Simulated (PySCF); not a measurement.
Ligand exchange on a metal centre used in film growth or etching (Sc Cl-F). Gas-phase values, no solvent.

The charge on the central atom (Mulliken) from two functionals at the same geometries (PBE-D3(BJ)/def2-SVP), both in PySCF: PBE-D3(BJ)/def2-TZVP and TPSSh-D3(BJ)/def2-TZVP. 

| species | TPSSh-D3(BJ)/def2-TZVP (e) |
|---|---|
| 0 of 3 Cl replaced by F ([Sc(Cl)3]) | 1.17 |
| 1 of 3 Cl replaced by F ([Sc(Cl)2(F)]) | 1.28 |
| 2 of 3 Cl replaced by F | 1.39 |
| 3 of 3 Cl replaced by F ([Sc(F)3]) | 1.49 |

What does PBE-D3(BJ)/def2-TZVP give for each?


- 0 of 3 Cl replaced by F ([Sc(Cl)3]): 1.04
- 1 of 3 Cl replaced by F ([Sc(Cl)2(F)]): 1.15
- 2 of 3 Cl replaced by F: 1.26
- 3 of 3 Cl replaced by F ([Sc(F)3]): 1.36
Over these rows, drawn at random from the members with no instability flagged (it was tested for open shells, ions and some series alone), PBE minus TPSSh-D3(BJ): mean -0.13 e, from -0.13 e to -0.13 e.
